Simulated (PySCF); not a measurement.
**Interval between two levels of Sb by level of theory**

Sb [Kr] 4d10 5s2 5p3 [4S3/2, M_J = 3/2] → Sb [Kr] 4d10 5s1 5p4 [4P5/2, M_J = 5/2], as a difference of total energies. Calculation: PySCF 2.14, in x2c-SVPall-2c with one added diffuse shell each of s, p type (7s9p4d, 54 functions); the two-component X2C-1e Hamiltonian. Correlated levels: [Ar] 3d10 frozen; the 6 highest virtual spinors dropped. "Screened" scales the spin-orbit matrix elements by Boettger's factors to mimic the two-electron term; Breit and QED terms are absent.

```csv
method,interval between two levels (cm⁻¹)
GHF (spin-free),60471
GMP2 (spin-free),60904
GHF (screened spin-orbit),59352
GMP2 (screened spin-orbit),59662
```

The labels give the starting determinants; with spin-orbit coupling the two ends relaxed to ⟨J²⟩ = 3.75, ⟨L²⟩ = 0.07, ⟨S²⟩ = 3.70 and ⟨J²⟩ = 8.80, ⟨L²⟩ = 2.05, ⟨S²⟩ = 3.78.
